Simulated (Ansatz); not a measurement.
Consider the formal exchange of groups at the Si–C bond: `O[SiH2]CCl` + `C=CC(O)(F)F` → `O[SiH2]C(O)(F)F` + `C=CCCl`.

Computed with Ansatz on PBE0-D4/def2-TZVP structures; ΔE is electronic, products minus reactants. CCSD(T)/CBS adds triple-zeta CCSD(T) − MP2 to the extrapolated MP2 energy (def2 sets, frozen cores). Functionals use def2-TZVPP. B3LYP here is the variant with VWN-RPA as its local correlation; programs differ in this. One conformer a species, not always the lowest.

`O[SiH2]CCl`:

```xyz
9

O     0.430   -1.070   -1.447
Si   -0.430   -0.741   -0.088
C     0.294    0.754    0.796
Cl    0.314    2.116   -0.370
H     0.541   -0.342   -2.063
H    -0.318   -1.940    0.778
H    -1.855   -0.437   -0.380
H     1.323    0.593    1.120
H    -0.300    1.068    1.655
```

`C=CC(O)(F)F`:

Cartesian coordinates in Å:
```
C 1.296 0.897 0.251
C 0.085 0.781 -0.261
C -0.742 -0.457 -0.165
O -0.118 -1.451 0.499
F -1.938 -0.168 0.433
F -1.093 -0.874 -1.419
H 1.764 0.076 0.780
H 1.855 1.820 0.153
H -0.402 1.590 -0.794
H -0.707 -2.214 0.525
```

`O[SiH2]C(O)(F)F`:

```xyz
10

O    -0.569    1.679    1.085
Si   -0.234    0.077    1.091
C     0.275   -0.501   -0.675
O    -0.736   -0.411   -1.564
F     1.346    0.252   -1.110
F     0.760   -1.782   -0.639
H     0.118    2.282    0.797
H    -1.465   -0.631    1.497
H     0.923   -0.271    1.952
H    -0.418   -0.694   -2.433
```

`C=CCCl`:

```xyz
9

C    -0.063    0.903    1.095
C    -0.533    0.129    0.128
C     0.330   -0.542   -0.874
Cl    0.150   -2.326   -0.787
H    -0.724    1.393    1.799
H     1.002    1.074    1.216
H    -1.602   -0.042    0.030
H     1.384   -0.319   -0.712
H     0.056   -0.269   -1.893
```

```json
{"level": "PBE-D4", "ΔE (kJ/mol)": "27.0", "difference from CCSD(T)/CBS": "-7.3"}
{"level": "B2PLYP", "ΔE (kJ/mol)": "30.2", "difference from CCSD(T)/CBS": "-4.1"}
{"level": "PBE", "ΔE (kJ/mol)": "26.2", "difference from CCSD(T)/CBS": "-8.1"}
{"level": "PBE0", "ΔE (kJ/mol)": "32.3", "difference from CCSD(T)/CBS": "-2.0"}
{"level": "B3LYP", "ΔE (kJ/mol)": "26.6", "difference from CCSD(T)/CBS": "-7.7"}
{"level": "CCSD/def2-TZVPP", "ΔE (kJ/mol)": "35.8", "difference from CCSD(T)/CBS": "1.5"}
{"level": "HF/def2-QZVPP", "ΔE (kJ/mol)": "35.5", "difference from CCSD(T)/CBS": "1.2"}
{"level": "MP2/def2-QZVPP", "ΔE (kJ/mol)": "34.3", "difference from CCSD(T)/CBS": "0.0"}
{"level": "SCS-MP2/def2-QZVPP", "ΔE (kJ/mol)": "32.5", "difference from CCSD(T)/CBS": "-1.8"}
{"level": "MP2/CBS(def2)", "ΔE (kJ/mol)": "33.9", "difference from CCSD(T)/CBS": "-0.4"}
{"level": "CCSD(T)/CBS", "ΔE (kJ/mol)": "34.3", "difference from CCSD(T)/CBS": "0"}
```

Largest T1 diagnostic among the species: 0.012.

From PBE to PBE0 (25 % exact exchange), in def2-TZVPP and without D4, ΔE moves by +6.1 kJ/mol.
